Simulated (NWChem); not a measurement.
SrClF; SMILES [F][Sr][Cl]

All runs: NWChem. Coordinates come from a PBE0/def2-SVP optimisation. def2 effective core potentials on Sr; no spin-orbit coupling. B3LYP is NWChem's, with the RPA form of VWN correlation. Ions are spin-unrestricted doublets at the neutral geometry; other ion states weren't tried.

```json
[
 {"level": "B3LYP/def2-SVP", "vertical ionisation energy, ΔSCF (eV)": "9.98", "−ε(HOMO) (eV)": "7.17", "ΔSCF minus −ε(HOMO) (eV)": "2.81"},
 {"level": "PBE/def2-SVP", "vertical ionisation energy, ΔSCF (eV)": "9.65", "−ε(HOMO) (eV)": "6.13", "ΔSCF minus −ε(HOMO) (eV)": "3.52"},
 {"level": "r2SCAN/def2-SVP", "vertical ionisation energy, ΔSCF (eV)": "___", "−ε(HOMO) (eV)": "___", "ΔSCF minus −ε(HOMO) (eV)": "___"},
 {"level": "CAM-B3LYP/def2-SVP", "vertical ionisation energy, ΔSCF (eV)": "10.19", "−ε(HOMO) (eV)": "8.78", "ΔSCF minus −ε(HOMO) (eV)": "1.41"},
 {"level": "BHandHLYP/def2-SVP", "vertical ionisation energy, ΔSCF (eV)": "10.09", "−ε(HOMO) (eV)": "8.65", "ΔSCF minus −ε(HOMO) (eV)": "1.44"}
]
```

Task: Fill in the missing entries.

Result: 
- r2SCAN/def2-SVP, vertical ionisation energy, ΔSCF (eV): 9.82
- r2SCAN/def2-SVP, −ε(HOMO) (eV): 6.42
- r2SCAN/def2-SVP, ΔSCF minus −ε(HOMO) (eV): 3.40
